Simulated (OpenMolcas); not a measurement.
# Os3+ in a point-charge field

Os3+ among 4 point charges of -0.98 e arranged as a tetrahedron (Td), 2.04 Å from the ion.
```
   1.1778    1.1778    1.1778  -0.98
   1.1778   -1.1778   -1.1778  -0.98
  -1.1778    1.1778   -1.1778  -0.98
  -1.1778   -1.1778    1.1778  -0.98
```

- Program: OpenMolcas 26.06
- Method: SS-CASPT2, IPEA 0.25 Eh, imaginary shift 0.1 Eh (closed shells correlated: 4f 5s 5p)
- Basis: ANO-RCC-VDZP [7s6p4d2f1g]
- Scalar Hamiltonian: DKH2, point nucleus
- Active space: 5 electrons in 5 orbitals (5d)
- State averaging: 2S+1 = 6 even, 1 root; 2S+1 = 4 even, 24 roots; 2S+1 = 2 even, 75 roots
- Spin-orbit coupling: state interaction with AMFI integrals over the reference wave functions

The lowest spin-free states (labels of Td), above the lowest:

```csv
State,Degeneracy,E (cm-1),Free-ion L (%)
6A1,1,0,S (100)
4T1,3,22290,G (84)
4T2,3,23090,G (99)
4E,2,23310,G (100)
4A1,1,23390,G (100)
4T2,3,27040,D (97)
4E,2,27360,D (100)
4T1,3,27810,P (84)
2T2,3,32990,I (81)
2A2,1,33480,I (89)
2T1,3,33610,I (92)
2T2,3,33890,I (94)
2E,2,34190,I (98)
2A1,1,34300,I (100)
2T2,3,35520,D (58)
2E,2,36620,D (85)
4A2,1,37600,F (100)
2T1,3,37810,F (84)
4T1,3,37980,F (100)
4T2,3,38450,F (96)
```

The lowest levels with spin-orbit coupling:

| E (cm-1) | Degeneracy | Label | 2S+1 | g |
| --- | --- | --- | --- | --- |
| 0 | 4 | Γ8 | 6 (87 %) |  |
| 21 | 2 | Γ7 | 6 (88 %) | 3.24 3.24 3.24 |
| 17050 | 4 | Γ8 | 4 (61 %) |  |
| 18630 | 2 | Γ7 | 4 (64 %) | 1.61 1.61 1.61 |
| 21800 | 2 | Γ6 | 4 (89 %) | 1.49 1.49 1.49 |
| 21830 | 4 | Γ8 | 4 (90 %) |  |
| 22150 | 2 | Γ7 | 4 (87 %) | 0.13 0.13 0.13 |
| 22670 | 4 | Γ8 | 4 (87 %) |  |
| 23070 | 2 | Γ7 | 4 (86 %) | 0.34 0.34 0.34 |
| 23330 | 4 | Γ8 | 4 (83 %) |  |
| 23350 | 2 | Γ6 | 4 (85 %) | 2.12 2.12 2.12 |
| 23680 | 4 | Γ8 | 4 (90 %) |  |
| 23740 | 2 | Γ6 | 4 (88 %) | 0.76 0.76 0.76 |
| 24170 | 2 | Γ7 | 4 (85 %) | 2.79 2.79 2.79 |
| 24390 | 4 | Γ8 | 4 (88 %) |  |
| 24540 | 4 | Γ8 | 4 |  |
| 25070 | 4 | Γ8 | 4 |  |
| 26590 | 2 | Γ6 | 4 | 1.68 1.68 1.68 |
| 27720 | 2 | Γ7 | 4 | 3.78 3.78 3.78 |
| 28770 | 4 | Γ8 | 4 |  |

Powder χT (cm3 K/mol): 2.77 at 2 K, 3.5 at 10 K, 4.09 at 50 K, 4.13 at 100 K, 4.14 at 200 K, 4.14 at 300 K. The effective moment at 300 K is 2.828 √(χT) = 5.75 μB.

Roots that are degenerate in the reference are averaged as groups; the widest CASPT2 spread within a group is 120 cm-1 (the 3-fold group of multiplicity 2 near 33900 cm-1 above the lowest state of its run). Shifts and gaps below about the spread of the groups concerned are not significant. Point charges give a weaker field than real ligands, and real ions of this kind are as a rule low spin; the high spin found here belongs to the model. Free-ion shares, where given, are those of the reference states; single-state CASPT2 does not remix them. Point charges carry no covalency, so the field is a model and not that of real ligands. No measured value stands beside these numbers.
